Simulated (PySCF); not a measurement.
# Two-photon absorption: SMILES N#Cc1ccc(N)cc1, C$_{7}$H$_{6}$N$_{2}$

Cartesian coordinates in Å; atom numbers follow the order of the lines, from 1:
```xyz
15

N    -4.3016    0.0231   -0.0853
C    -3.1460    0.0044    0.0223
C    -1.7247   -0.0190    0.1543
C    -1.0776    0.8509    1.0478
C     0.2996    0.8297    1.1802
C     1.0847   -0.0628    0.4228
N     2.4467   -0.0572    0.5283
C     0.4302   -0.9333   -0.4719
C    -0.9472   -0.9108   -0.6031
H    -1.6703    1.5479    1.6433
H     0.7873    1.5153    1.8778
H     2.9648   -0.8378    0.1519
H     2.8705    0.4066    1.3187
H     1.0202   -1.6316   -1.0709
H    -1.4378   -1.5930   -1.3000
```

Computed with TDDFT CAM-B3LYP/aug-cc-pVDZ excited states, vertical, gas phase in PySCF. Geometry: PBE0-D3(BJ)/def2-SVP.

(1) How strongly do the lowest singlets absorb one photon, and two photons of half the energy?

## Answers

(1) δ for parallel linear polarisation; σ at the peak of a Lorentzian of half width 0.1 eV, single beam; Ω is circular over linear.
| state | E (eV) | f | photon λ (nm) | δ (au) | σ (GM) | Ω | main |
| --- | --- | --- | --- | --- | --- | --- | --- |
| S1 | 4.74 | 0.024 | 523 | <0.1 | 0.00 | – | HOMO→LUMO+2 0.84, HOMO−1→LUMO+1 0.11 |
| S2 | 5.03 | 0.311 | 493 | 136 | 1.26 | 0.86 | HOMO→LUMO 0.59, HOMO→LUMO+1 0.32 |
| S3 | 5.14 | 0.103 | 482 | 132 | 1.28 | 1.07 | HOMO→LUMO+1 0.59, HOMO→LUMO 0.31 |
| S4 | 5.85 | 0.000 | 424 | 3.82 | 0.05 | 1.50 | HOMO→LUMO+3 0.86 |
| S5 | 5.92 | 0.006 | 419 | 15.8 | 0.20 | 0.89 | HOMO→LUMO+4 0.92 |
| S6 | 6.31 | 0.240 | 393 | 0.66 | 0.01 | 1.50 | HOMO−1→LUMO+1 0.62, HOMO−1→LUMO 0.18 |
